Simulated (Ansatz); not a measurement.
Input file for Ansatz (a quantum-chemistry and plane-wave program): R-CCSD(T)/cc-pVTZ on GaH3 (SMILES [GaH3]), a point of a bond scan (R = 1.570 Å). The run froze 14 orbitals, filled d shells among them.

Ansatz 0.2 input:
```yaml
crystal:
  periodic: [false, false, false]
  atoms:
    - {symbol: Ga, position_ang: [-0.00000000, 0.00000000, -0.00000000]}
    - {symbol: H, position_ang: [1.56592701, -0.10900138, -0.02050449]}
    - {symbol: H, position_ang: [-0.87742328, -1.30173746, 0.00609279]}
    - {symbol: H, position_ang: [-0.68850373, 1.41073884, 0.01441170]}
basis:
  gaussian:
    orbitals: cc-pVTZ
    pivot_positions_ang: [[-0.00000000, 0.00000000, -0.00000000], [1.56592701, -0.10900138, -0.02050449], [-0.87742328, -1.30173746, 0.00609279], [-0.68850373, 1.41073884, 0.01441170]]
magnetization: {spin_polarized: false}
correlation: {method: ccsd_t, electrons: outside_noble_gas}
scf: {lower_state_search: off}
output: {orbitals: {seedname: ./end}}
```

The log:

```
WARN ansatz: RAYON_NUM_THREADS=2 ignored (pool sized by the plan → 2); use --threads N
Functional definition: HF
these checks for a lower state are left out or cut short: stability, starts, cluster_reference, orbital_swaps, neighbouring_geometries, increment
integrals: 0.07 GiB planned
562 factors; integrals over basis functions are off by at most 3.7e-4 eV
mean field: 0.15 GiB planned
mean field evaluation 1: about -52381.5192 eV, gradient 9.3e0 eV
mean field evaluation 2: about -52381.5396 eV, gradient 9.3e0 eV
mean field evaluation 4: about -52381.9505 eV, gradient 1.5e0 eV
mean field evaluation 8: about -52381.9548 eV, gradient 3.7e-5 eV
mean field -52381.95483948 eV, -1925.0013345866 hartree, gradient 1.4e-6 eV, S^2 0.000000; 0 other end points of the search recorded, 0 dependent functions left out
14 core orbitals not correlated
reference -52381.95483948 eV, -1925.0013345866 hartree; 3, 3 occupied and 68, 68 virtual orbitals, 562 factors
second order -2.50189614 eV of doubles, -0.00000000 eV of singles
coupled cluster: 0.16 GiB planned
cycle   1  -2.93018069 eV  change   -4.3e-1 eV  update   5.0e-2
cycle   2  -3.10592400 eV  change   -1.8e-1 eV  update   1.7e-2
cycle   3  -3.10941493 eV  change   -3.5e-3 eV  update   3.2e-3
cycle   4  -3.10936605 eV  change    4.9e-5 eV  update   9.8e-4
cycle   5  -3.10914491 eV  change    2.2e-4 eV  update   2.9e-4
cycle   6  -3.10911272 eV  change    3.2e-5 eV  update   5.6e-5
cycle   7  -3.10913546 eV  change   -2.3e-5 eV  update   1.5e-5
cycle   8  -3.10913703 eV  change   -1.6e-6 eV  update   4.4e-6
perturbative correction -0.04484727 eV, -0.0016481067 hartree
Total energy: -52385.10882377 eV, -1925.1172413715 hartree
Checks for a lower state left out: stability, starts, cluster_reference, orbital_swaps, neighbouring_geometries, increment
```

The run converged.

Cost: about 1.7 core-seconds (a rough figure).
